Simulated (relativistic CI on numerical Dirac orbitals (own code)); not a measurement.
Radial parameters of Br23+

Method of calculation: Dirac-Coulomb-Breit CI, KLI orbitals optimised for each configuration, model QED, unscaled Slater integrals (own radial code, finite nucleus).

Slater integrals F^k, G^k are unscaled and averaged over j, outside the closed core [Ne]; ζ comes from projecting the Hamiltonian with its Breit term on Σ l·s of the shell.

- 3s.3p: G^1(3s,3p) = 279940, ζ(3p) = 58884 cm⁻¹; <r>(3s) = 0.4626, <r^2>(3s) = 0.2431, <r>(3p) = 0.4501, <r^2>(3p) = 0.2333 (bohr units).
- 3p2: F^2(3p,3p) = 220630, ζ(3p) = 58840 cm⁻¹; <r>(3p) = 0.4508, <r^2>(3p) = 0.2341 (bohr units).
- 3s.3d: G^2(3s,3d) = 177730, ζ(3d) = 6416.1 cm⁻¹; <r>(3s) = 0.463, <r^2>(3s) = 0.2436, <r>(3d) = 0.4026, <r^2>(3d) = 0.1871 (bohr units).

Averages of the first 10 configurations, taken without configuration mixing, which lowers the lowest level and can move excited configurations by several eV; other configurations of the list can lie among them:

```
Configuration  Parity  States  Average energy above the lowest level (eV)
          3s2    even       1                                         3.1
        3s.3p     odd      12                                        59.7
          3p2    even      15                                       125.8
        3s.3d    even      20                                       143.0
          3d2    even      45                                       287.9
        3p.3d     odd      60                                       205.1
        3p.4s     odd      12                                       563.8
        3d.4s    even      20                                       642.1
        3s.4s    even       4                                       501.0
        3s.4p     odd      12                                       527.1
```
